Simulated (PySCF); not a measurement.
C2H7AlS, SMILES [CH3][AlH][S]C. Atoms are numbered in the order given.

```xyz
11

Al    -0.5678     0.5801     0.6267
H     -2.0566     0.0282     0.8501
C      0.1671     2.2042     1.4412
H      0.1231     2.1444     2.5498
H     -0.4275     3.0960     1.1482
H      1.2213     2.3874     1.1511
S      0.7203    -0.6013    -0.7017
C     -0.3743    -1.9929    -1.2144
H     -1.3789    -1.9200    -0.7546
H      0.0958    -2.9471    -0.9092
H     -0.4777    -1.9781    -2.3160
```
Charge 0, spin multiplicity 1.

Geometry optimised at PBE-D3(BJ)/def2-SVP. The structure was generated by enumeration; whether it is a known compound was not checked. The values are those of a single conformer.

Two levels are set side by side: PBE/pcSseg-1 (PySCF) and PBE0/pcSseg-1 (PySCF). GIAO shifts against H2S (³³S), TMS (¹H), TMS (¹³C) at the same level; non-relativistic, no solvent, atoms listed together averaged. Differences are taken from unrounded values.

| quantity | PBE |
|---|---|
| δ(¹H) of H2 (ppm) | 5.86 |
| δ(¹³C) of C3 (ppm) | -4.3 |
| δ(³³S) of S7 (ppm) | 191.6 |
| δ(¹³C) of C8 (ppm) | 21.7 |

### Question
These are the PBE values. What does PBE0 give? (The exact figures need the calculation; the answer reports its results.)

### Answer

```csv
quantity,PBE0,PBE minus PBE0
δ(¹H) of H2 (ppm),5.61,0.25
δ(¹³C) of C3 (ppm),-4.5,0.3
δ(³³S) of S7 (ppm),148.8,42.8
δ(¹³C) of C8 (ppm),20.1,1.6
```

Rough cost on one machine, each run with all the roots and properties that it gave: PBE0 against PBE within a factor of 2.
